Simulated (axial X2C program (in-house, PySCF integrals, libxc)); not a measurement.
## Spin–orbit effects along a row: molecules with F, HF

Computed with an axial X2C code built on PySCF integrals, spin-free (one-electron X2C) or two-component (2c: spin–orbit coupling with atomic mean-field Coulomb and Gaunt terms, which also bring small scalar terms), in Dyall basis sets with cores contracted in-house; open shells are unrestricted.

Basis sets: F dyall-av3z, F dyall-v3z, I dyall-v3z, In dyall-cv3z, Nb dyall-cv3z, Sb dyall-cv3z, Sn dyall-cv3z, Sr dyall-cv3z, Tc dyall-cv3z, Zr dyall-cv3z.

```
molecule   spin-free state  Re (Å)  ωe (cm⁻¹)  De (eV)  2c state  Re 2c (Å)  ωe 2c (cm⁻¹)  De 2c (eV)
     SrF  M_S = 1/2, Λ = 0   2.103      493.6     4.15   Ω = 1/2      2.103         493.5        4.14
     ZrF  M_S = 3/2, Λ = 0   1.913      632.9      n/a   Ω = 3/2      1.913         632.7         n/a
     NbF    M_S = 2, Λ = 1   1.903      636.9     3.83     Ω = 1      1.903         636.8         n/a
     TcF    M_S = 3, Λ = 0   2.003      544.1     3.51     Ω = 3      2.003         543.9        3.50
     InF    M_S = 0, Λ = 0   1.978      549.3     3.67     Ω = 0      1.978         549.2        3.48
     SnF  M_S = 1/2, Λ = 1   1.929      606.2     3.00   Ω = 1/2      1.931         602.4         n/a
     SbF    M_S = 1, Λ = 0   1.897      647.1     2.23     Ω = 1      1.899         644.7        2.18
      IF    M_S = 0, Λ = 0   1.880      697.9     0.76     Ω = 0      1.888         682.3        0.51
```

Each entry is the lowest single determinant of a limited PBE0 search at one distance. De goes to single-determinant-based atoms at the same level (for ions the charge split of lowest energy) and is withheld (n/a) where an atom does not fit its ground term or J level. Main or longest-lived isotopes. One determinant is a doubtful description, or other states lie close, for ZrF, NbF, TcF, SbF; these need not be ground states, and all values refer to the states named. Some open-shell Ω = 0 determinants are out of reach, so the Ω given for NbF, TcF, SbF need not be the lowest component. With several unpaired electrons the Ω given is that of one determinant, not necessarily of the lowest component.
